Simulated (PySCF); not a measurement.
**Computed properties of BClHI, SMILES ClBI**

BClHI, SMILES B(Cl)I. Geometry optimised at B3LYP-D3(BJ)/def2-TZVP. The def2 effective core potentials stand for the cores of I; spin–orbit coupling is left out. One conformer was computed; it need not be the lowest. All values are computed for the isolated molecule unless a solvent is named; none is compared with measurement here.

**Structure.** The optimised structure has Cs symmetry. All 6 harmonic modes at B3LYP-D3(BJ)/def2-TZVP (PySCF) are real, so it is a minimum. With heavy atoms numbered as in [BH:1]([Cl:2])[I:4], the shortest bond between them is B1–Cl2 at 1.735 Å and the longest B1–I4 at 2.124 Å.

**Vibrations.** The strongest infrared lines (harmonic, unscaled, degenerate partners summed) lie at 1043 cm⁻¹ (238 km/mol, H 79 %, B 20 %), 849 cm⁻¹ (198 km/mol, B 63 %, Cl 21 %, H 16 %), 2706 cm⁻¹ (62 km/mol, H 91 %, B 9 %). The softest mode is at 201 cm⁻¹ and the zero-point energy is 8.7 kcal/mol.

**Electronic structure.** B3LYP/def2-TZVPD (PySCF) places the frontier levels at -7.60 and -2.30 eV, a gap of 5.30 eV, and gives a dipole moment of 0.34 D and a mean polarisability of 65.2 bohr³.

**Excitations.** TDDFT-M06-2X/def2-SVPD (PySCF) has S1 at 4.52 eV (275 nm, f = 0.000, dark); the most intense of the 10 singlets computed lies at 5.44 eV (f = 0.11). T1 (TDA) is at 4.39 eV. No vertical singlet excitation falls in the visible range (under 3.1 eV).
